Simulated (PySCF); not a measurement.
Si³⁺ (silicon, charge +3) across methods

[Ne] 3s1, 2S determinant. Calculation: PySCF 2.14, in dyall-av3z (19s12p3d2f, 84 functions); the non-relativistic Hamiltonian (point nucleus).

```json
{"method": "r2SCAN", "E (hartree)": "-287.2304", "mean ε 2p α (eV)": "-134.11", "mean ε 2p β (eV)": "-133.82", "mean ε 3s α (eV)": "-40.543", "Σ⟨r²⟩ (bohr²)": "6.843", "⟨S²⟩": "0.750"}
{"method": "MN15", "E (hartree)": "-287.2541", "mean ε 2p α (eV)": "-137.83", "mean ε 2p β (eV)": "-137.73", "mean ε 3s α (eV)": "-41.663", "Σ⟨r²⟩ (bohr²)": "6.919", "⟨S²⟩": "0.750"}
{"method": "M06", "E (hartree)": "-287.2497", "mean ε 2p α (eV)": "-137.94", "mean ε 2p β (eV)": "-137.71", "mean ε 3s α (eV)": "-41.348", "Σ⟨r²⟩ (bohr²)": "6.773", "⟨S²⟩": "0.750"}
{"method": "M06-2X", "E (hartree)": "-287.2379", "mean ε 2p α (eV)": "-142.52", "mean ε 2p β (eV)": "-142.38", "mean ε 3s α (eV)": "-43.228", "Σ⟨r²⟩ (bohr²)": "6.803", "⟨S²⟩": "0.750"}
{"method": "LDA", "E (hartree)": "-286.0859", "mean ε 2p α (eV)": "-132.17", "mean ε 2p β (eV)": "-131.87", "mean ε 3s α (eV)": "-40.424", "Σ⟨r²⟩ (bohr²)": "6.822", "⟨S²⟩": "0.750"}
{"method": "PBE", "E (hartree)": "-287.1027", "mean ε 2p α (eV)": "-132.11", "mean ε 2p β (eV)": "-131.78", "mean ε 3s α (eV)": "-40.314", "Σ⟨r²⟩ (bohr²)": "6.834", "⟨S²⟩": "0.750"}
{"method": "UHF", "E (hartree)": "-286.82136", "mean ε 2p α (eV)": "-152.23", "mean ε 2p β (eV)": "-151.83", "mean ε 3s α (eV)": "-44.671", "Σ⟨r²⟩ (bohr²)": "6.890", "⟨S²⟩": "0.750"}
{"method": "PBE0", "E (hartree)": "-287.1311", "mean ε 2p α (eV)": "-137.46", "mean ε 2p β (eV)": "-137.12", "mean ε 3s α (eV)": "-41.524", "Σ⟨r²⟩ (bohr²)": "6.836", "⟨S²⟩": "0.750"}
{"method": "PW91", "E (hartree)": "-287.2280", "mean ε 2p α (eV)": "-132.32", "mean ε 2p β (eV)": "-131.99", "mean ε 3s α (eV)": "-40.413", "Σ⟨r²⟩ (bohr²)": "6.827", "⟨S²⟩": "0.750"}
```
